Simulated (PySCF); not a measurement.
**Excitation energy of P by level of theory**

P [Ne] 3s2 3p3 (4S) → P [Ne] 3s2 3p2 4s1 (4P), as a difference of total energies. Calculation: PySCF 2.14, in aug-cc-pwCVDZ (6s5p3d, 36 functions); the non-relativistic Hamiltonian (point nucleus). Correlated levels: nothing frozen. The calculations carry no spin-orbit coupling.

| method | excitation energy (cm⁻¹) |
| --- | --- |
| UHF | 56722 |
| MP2 (all electrons) | 58075 |
| SCS-MP2 (all electrons) | 57451 |
| CCSD (all electrons) | 57381 |
| CCSD(T) (all electrons) | 57313 |

Errors of the correlated levels include the incompleteness of this basis.

The promoted electron is Rydberg-like, and one or two diffuse shells describe it only roughly, which tends to raise the upper state.

For comparison: 56190 cm⁻¹ (measured; NIST levels, between the centres of gravity of the two terms).
